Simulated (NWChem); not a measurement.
Species: GeH$_{2}$SO, singlet; SMILES [SH][Ge][OH]

```xyz
5

Ge    -0.4306    -0.5444     0.0000
O      1.1967    -1.2693     0.0000
H      1.9534    -0.6699     0.0000
S      0.2071     1.6340     0.0000
H     -1.0611     2.0993     0.0000
```
Atoms are numbered in this order, from 1.

Computed with NWChem. Medium grid unless said otherwise, to which SCAN and Minnesota functionals are sensitive. Low-valent species are run as closed-shell singlets; no triplet was tried in these runs. Coordinates come from a PBE0/def2-SVP optimisation. Total energies of different functionals are on different scales.

```json
[
 {"level": "B3LYP/def2-SVP", "energy (Ha)": "-2551.2884", "highest occupied level (eV)": "-7.01", "orbital gap (eV)": "5.01", "dipole (D)": "0.86", "relative time": "1"},
 {"level": "PBE/def2-SVP", "energy (Ha)": "-2550.6634", "highest occupied level (eV)": "-6.16", "orbital gap (eV)": "3.63", "dipole (D)": "0.76", "relative time": "2"},
 {"level": "CAM-B3LYP/def2-SVP", "energy (Ha)": "-2551.3266", "highest occupied level (eV)": "-8.44", "orbital gap (eV)": "7.66", "dipole (D)": "0.87", "relative time": "4"},
 {"level": "MN15/def2-SVP", "energy (Ha)": "-2551.2924", "highest occupied level (eV)": "-7.77", "orbital gap (eV)": "6.34", "dipole (D)": "0.83", "relative time": "1"},
 {"level": "SCAN/def2-SVP", "energy (Ha)": "-2551.4102", "highest occupied level (eV)": "-6.48", "orbital gap (eV)": "3.90", "dipole (D)": "0.83", "relative time": "1"},
 {"level": "PBE0/def2-SVP", "energy (Ha)": "-2550.7435", "highest occupied level (eV)": "-7.25", "orbital gap (eV)": "5.40", "dipole (D)": "0.88", "relative time": "1"},
 {"level": "BP86/def2-SVP", "energy (Ha)": "-2551.5392", "highest occupied level (eV)": "-6.28", "orbital gap (eV)": "3.63", "dipole (D)": "0.76", "relative time": "2"},
 {"level": "LC-BLYP (range parameter 0.33 per bohr)/def2-SVP", "energy (Ha)": "-2550.5640", "highest occupied level (eV)": "-9.32", "orbital gap (eV)": "9.48", "dipole (D)": "0.80", "relative time": "6"},
 {"level": "B97-2/def2-SVP", "energy (Ha)": "-2551.7670", "highest occupied level (eV)": "-7.05", "orbital gap (eV)": "5.15", "dipole (D)": "0.87", "relative time": "1"}
]
```

Times are rough ratios from one shared machine.
